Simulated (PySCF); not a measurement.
# Electron correlation in Ge⁺ (germanium, charge +1)

[Ar] 3d10 4s2 4p1, 2P determinant. All numbers are calculated (PySCF 2.14, the spin-free X2C one-electron Hamiltonian (Gaussian nucleus), in aug-cc-pVDZ-DK). Frozen: [Ar] 3d10; 3 electrons correlated.

MP2 pair energies summed by pair of shells (mhartree):

| pair | energy | share (%) |
| --- | --- | --- |
| 4s-4s | -18.48 | 59.3 |
| 4s-4p | -12.70 | 40.7 |

Total MP2 correlation energy: -31.18 mhartree.

Same-spin part -2.12 and opposite-spin part -29.07 mhartree; SCS-MP2 scales them by 1/3 and 6/5 to -35.58 mhartree.

```tsv
level	correlation energy (mhartree)
CCSD	-46.22
(T)	-0.46
CCSD(T)	-46.68
```

Diagnostics: T1 = 0.0096, D1 = 0.0232, largest double amplitude 0.094.

Cost of the coupled-cluster step: 0.14 s of wall time on 1 thread of Neoverse-V2 (shared host), for 3 correlated electrons.
